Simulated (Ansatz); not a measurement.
`C[NH][GeH3]` + `C=N` → `C=[N][GeH3]` + CH₃NH₂ at 400 K and 1 bar (ligand exchange at a Ge–N bond).

Calculated with Ansatz (gas phase, PBE0-D4/def2-TZVP geometries, no zero-point term in ΔE). CCSD(T)/CBS adds triple-zeta CCSD(T) − MP2 to the extrapolated MP2 energy (def2 sets, frozen cores). This one scheme is used for every species. For Ge outer-core shells are correlated without core-valence functions, which leaves a few kJ/mol of doubt a bond. Scalar relativity is left out up to krypton.

```csv
species,CCSD(T)/CBS energy (Eh),H − E (kJ/mol),S (J/(mol·K))
`C[NH][GeH3]`,-2173.06430,229.8,337.7
`C=N`,-94.52360,119.4,238.9
`C=[N][GeH3]`,-2171.83462,164.0,318.9
CH₃NH₂,-95.75281,185.4,256.0
```

H − E and S are ideal-gas, rigid-rotor, harmonic terms from PBE0-D4/def2-TZVP, for one conformer and one mirror image of each species. 1 Eh = 2625.50 kJ/mol, R = 8.31446 J/(mol·K).

Q: By hand: ΔE, ΔH, ΔS and ΔG.

A: ΔE = (-2171.83462) + (-95.75281) − (-2173.06430) − (-94.52360) = 0.00047 Eh = 1.2 kJ/mol. Δ(H − E) = 164.0 + 185.4 − 229.8 − 119.4 = 0.2, so ΔH = 1.4 kJ/mol. ΔS = 318.9 + 256.0 − 337.7 − 238.9 = -1.7 J/(mol·K). ΔG = 1.4 − 400 × (-1.7)/1000 = 2.1 kJ/mol.

Q: By hand: the equilibrium constant, and the temperature at which ΔG would vanish if ΔH and ΔS stayed fixed.

A: log₁₀ K = −ΔG/(RT ln 10) = -0.3. ΔH and −TΔS have one sign here, so there is no such temperature.

TΔS isn't small against ΔH here. The sign of ΔG lies within the doubt. A doubt of 5 kJ/mol in ΔE shifts log₁₀ K by 0.7 here. Other conformers and mirror images would add mixing entropy, several J/(mol·K) or more a flexible species. These are equilibria of isolated gas molecules and say nothing of rates. Largest T1 diagnostic: 0.013 (customary marks: 0.02 for closed shells, 0.045 for open ones).

ΔS is within the doubt of such terms, so its sign, and with it that verdict, could turn.
